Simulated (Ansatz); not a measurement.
Breaking the Ge1–F2 bond in F2Ge (SMILES [F][Ge][F]) (multiplicity 1 held, fragments rigid). Energies count from the point at 1.758 Å.
Geometry at that point (charge 0, multiplicity 1):
| atom | x (Å) | y (Å) | z (Å) |
|---|---|---|---|
| Ge | 0.0353 | -0.0209 | 0.4157 |
| F | 0.5995 | 1.1803 | -0.7378 |
| F | -0.7249 | -1.1061 | -0.7402 |

Signs of static correlation in cc-pVDZ, from Ansatz (a quantum-chemistry and plane-wave program) runs.

| R (Å) | T1 of restricted CCSD | ⟨S²⟩ of UHF | largest double amplitude of restricted CCSD |
|---|---|---|---|
| 1.407 | 0.015 | 0.000 | 0.098 |
| 1.582 | 0.017 | 0.000 | 0.097 |
| 1.758 | 0.019 | 0.000 | 0.093 |
| 1.934 | 0.021 | 0.000 | 0.086 |
| 2.110 | 0.023 | 0.000 | 0.073 |
| 2.374 | 0.028 | 0.000 | 0.094 |
| 2.637 | (withheld) | 0.629 | 0.125 |
| 3.077 | 0.056 | 0.933 | 0.218 |
| 3.517 | 0.097 | 0.993 | 0.417 |
| 4.044 | 0.159 | 1.016 | 0.827 |
| 4.747 | 0.217 | 1.016 | (withheld) |
| 5.627 | 0.235 | 1.016 | 1.639 |

**Question.** Some entries are withheld; supply them.

**Answer.** 
- 2.637, T1 of restricted CCSD: 0.035
- 4.747, largest double amplitude of restricted CCSD: 1.377

Doubts at one or more of the structures used: a restricted determinant that unrestricted orbitals would lower (R-CCSD(T)/cc-pVDZ); T1 above 0.05 (R-CCSD(T)/cc-pVDZ, U-CCSD(T)/cc-pVDZ); other coupled-cluster roots lie near (R-CCSD(T)/cc-pVDZ); a spin-contaminated determinant (U-CCSD(T)/cc-pVDZ).
